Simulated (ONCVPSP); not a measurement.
# Logarithmic derivatives: germanium (Ge), ONCV

```json
{
  "Element": "Ge (Z = 32)",
  "Generator": "ONCVPSP 4.0.1",
  "Type": "optimised norm-conserving Vanderbilt (ONCV)",
  "Functional": "PBE",
  "Relativity": "scalar-relativistic",
  "Frozen core": "[Ar] 3d10",
  "Valence charge": "4",
  "Reference configuration": "4s2 4p2",
  "Partial waves": "4s: rc 1.45 bohr, ncon 4, nbas 7, qcut 5 1/bohr, 2 projectors, debl 3.7 Ha; 4p: rc 1.60 bohr, ncon 3, nbas 6, qcut 4.7 1/bohr, 2 projectors, debl 1.6 Ha; d scattering state at 0.06 Ha: rc 1.75 bohr, ncon 5, nbas 9, qcut 5.7 1/bohr, 1 projector",
  "Local potential": "polynomial inside 1.00 bohr (lpopt 5, dvloc0 2 Ha)",
  "Core correction": "Teter function, fcfact 2.25, rcfact 1.25"
}
```

The phase is arctan(r·R′/R) of the radial function R(r), unwrapped; energies in Ha, scanned from -2 to 5 Ha. A pole is an energy at which the radial function vanishes at the test radius. The pseudo phase is shifted by a multiple of π to meet the all-electron one at the reference energy, and phase errors are pseudo minus all-electron; the curves can meet again beyond the range given. Levels narrower than the energy grid can be missing from the lists of poles.

```tsv
channel	radius (bohr)	reference energy (Ha)	poles, all-electron	poles, pseudo	unbroken range about the reference energy with phases within 0.05 rad	phase error 1 Ha above the reference energy (rad)
s	1.48	-0.43	4.38	4.39	above -1.6	+0.002
p	1.62	-0.14	3.85	3.45	below 3.6	-0.000
d	1.78	0.06	-0.97, 4.17	1.77	-0.4 to 0.3	-0.869
```

Note: ghosts flagged at negative energy: s at -56.5 eV; GHOST(+) flags only above 600 eV. A true bound ghost makes a file unfit for plane-wave use.

Phases in the d channel:

| E (Ha) | all-electron | pseudo |
| --- | --- | --- |
| -1.98 | 1.145 | -1.846 |
| -1.80 | 1.094 | -1.856 |
| -1.62 | 1.011 | -1.867 |
| -1.44 | 0.832 | -1.879 |
| -1.26 | 0.155 | -1.894 |
| -1.08 | -1.287 | -1.911 |
| -0.90 | -1.671 | -1.930 |
| -0.72 | -1.814 | -1.954 |
| -0.54 | -1.905 | -1.984 |
| -0.36 | -1.982 | -2.023 |
| -0.18 | -2.059 | -2.075 |
| 0.00 | -2.147 | -2.148 |
| 0.18 | -2.253 | -2.260 |
| 0.36 | -2.391 | -2.448 |
| 0.54 | -2.573 | -2.793 |
| 0.72 | -2.814 | -3.374 |
| 0.90 | -3.112 | -3.950 |
| 1.08 | -3.429 | -4.291 |
| 1.26 | -3.712 | -4.478 |
| 1.44 | -3.934 | -4.590 |
| 1.62 | -4.099 | -4.665 |
| 1.80 | -4.221 | -4.720 |
| 1.98 | -4.312 | -4.761 |
| 2.16 | -4.384 | -4.795 |
| 2.34 | -4.440 | -4.824 |
| 2.52 | -4.486 | -4.850 |
| 2.70 | -4.525 | -4.873 |
| 2.88 | -4.558 | -4.894 |
| 3.06 | -4.586 | -4.915 |
| 3.24 | -4.612 | -4.936 |
| 3.42 | -4.634 | -4.956 |
| 3.60 | -4.655 | -4.976 |
| 3.78 | -4.674 | -4.997 |
| 3.96 | -4.692 | -5.020 |
| 4.14 | -4.709 | -5.043 |
| 4.32 | -4.726 | -5.068 |
| 4.50 | -4.743 | -5.096 |
| 4.68 | -4.760 | -5.126 |
| 4.86 | -4.777 | -5.159 |
